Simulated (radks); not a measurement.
Results of a calculation; reference values are marked as such.
Question: Ionisation of As, [Ar] 3d10 4s2 4p3, to As+, [Ar] 3d10 4s2 4p2, under several functionals. Dirac Kohn-Sham, spin-unpolarised, spherical densities, point nucleus; open shells fill j = l - 1/2 first; a radial shooting solver on a logarithmic mesh with Libxc functionals. Known Delta-SCF values: PBEsol 8.987 eV. What does PW91 give, and what is its highest occupied eigenvalue?

Answer: 9.036 eV by Delta-SCF; the 4p3/2 eigenvalue is -5.094 eV. NIST: 9.789 eV (measured).

Beside tabulated values, note that spin-unpolarised runs miss the spin-polarisation part of the exchange energy of open shells.
